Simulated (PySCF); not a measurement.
**Radial density of Ti (titanium, neutral)**

UHF, [Ar] 3d2 4s2, high-spin 3F determinant. Calculation: PySCF 2.14, in def2-TZVP; no relativity, point nucleus.

```csv
r (bohr),4πr²ρ (e/bohr),4πr²(ρα − ρβ)
0.000985,0.08310,0.0000
0.00166,0.2289,0.0000
0.00279,0.6149,0.0000
0.00469,1.602,0.0000
0.00788,3.936,0.0001
0.0133,8.806,0.0003
0.0223,16.78,0.0005
0.0375,24.67,0.0005
0.0631,24.66,-0.0002
0.106,19.42,0.0005
0.178,25.49,0.0239
0.300,23.87,0.1634
0.505,8.521,0.6476
0.849,10.30,1.2613
1.43,5.087,1.0547
2.40,1.087,0.3681
4.04,0.5246,0.0289
6.80,0.07273,-0.0121
11.4,0.0005680,-0.0001
```

Question: Where is the radial spin density 4πr²(ρα − ρβ) most negative, and why is it negative at all?

Answer: Around r = 6.80 bohr, down to -0.0121 e/bohr: exchange with the open shell polarises the paired shells in an unrestricted calculation.
